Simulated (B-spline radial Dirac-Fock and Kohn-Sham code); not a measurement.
Calculated with a radial finite-basis atomic code, using Dirac-Fock densities.

Question: This computed X-ray form factor belongs to an atom or ion in its tabulated ground configuration. Which?

```
sin θ/λ (Å⁻¹)      f₀
         0.35  14.828
          0.6  14.505
          0.7  14.333
          0.8  14.140
          0.9  13.927
          1.2  13.188
          1.8  11.454
            3   8.265
            5   5.445
```

Answer: Tl⁶⁶⁺, with 15 electrons in [Ne] 3s2 3p3. f₀ tends to the number of electrons as s goes to zero, which the first rows give only roughly, and the rate of fall reflects the nuclear charge, 81.

Question: This computed X-ray form factor belongs to an atom or ion in its tabulated ground configuration. Which?

```
sin θ/λ (Å⁻¹)      f₀
          0.1  18.956
         0.25  18.728
          0.3  18.610
          0.5  17.946
          0.7  17.018
          1.1  14.659
          2.5   7.566
            3   6.396
          3.5   5.639
```

Answer: Eu⁴⁴⁺, with 19 electrons in [Ar] 3d1. f₀ tends to the number of electrons as s goes to zero, which the first rows give only roughly, and the rate of fall reflects the nuclear charge, 63.

Question: This computed X-ray form factor belongs to an atom or ion in its tabulated ground configuration. Which?

| sin θ/λ (Å⁻¹) | f₀ |
| --- | --- |
| 0.06 | 43.904 |
| 0.08 | 43.829 |
| 0.16 | 43.323 |
| 0.26 | 42.249 |
| 0.33 | 41.236 |
| 1.39 | 20.336 |
| 1.77 | 16.522 |
| 2.87 | 10.352 |
| 3.64 | 7.318 |

Answer: Pt³⁴⁺, with 44 electrons in [Kr] 4d8. f₀ tends to the number of electrons as s goes to zero, which the first rows give only roughly, and the rate of fall reflects the nuclear charge, 78.
